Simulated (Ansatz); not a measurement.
C3H9BO can be A, `[BH3-][O+]=C(C)C`, or B, `CBCOC`.

Isolated molecules relaxed with PBE0-D4/def2-TZVP in Ansatz; ΔE leaves out vibrations. CCSD(T)/CBS adds triple-zeta CCSD(T) − MP2 to the extrapolated MP2 energy (def2 sets, frozen cores). DFT in def2-TZVPP. B3LYP here is the variant with VWN-RPA as its local correlation; programs differ in this. Each species was taken in one conformer, which may not be the lowest.

Problem. Which isomer does CCSD(T)/CBS put lower? Give the gap. (Estimate.)

Solution. Computed: A, by 4.6 kcal/mol.

Problem. Give E(B) − E(A) in kcal/mol with HF/def2-TZVPP, B3LYP-D4, B3LYP, ωB97M-V, B2PLYP, PBE0-D4, MP2/def2-TZVPP. (An estimate is asked.)

Solution. The calculation gave: HF/def2-TZVPP 0.1, B3LYP-D4 5.8, B3LYP 4.9, ωB97M-V 5.2, B2PLYP 5.4, PBE0-D4 5.0, MP2/def2-TZVPP 5.6. None reverses the order clearly.

Largest T1 diagnostic: 0.015.

From PBE to PBE0 (25 % exact exchange), in def2-TZVPP and without D4, E(B) − E(A) moves by −2.8 kcal/mol. In def2-TZVPP, CCSD(T) changes the Hartree–Fock value by +5.6 kcal/mol (the triples alone add +1.8 kcal/mol) and MP2 by +5.4 kcal/mol.
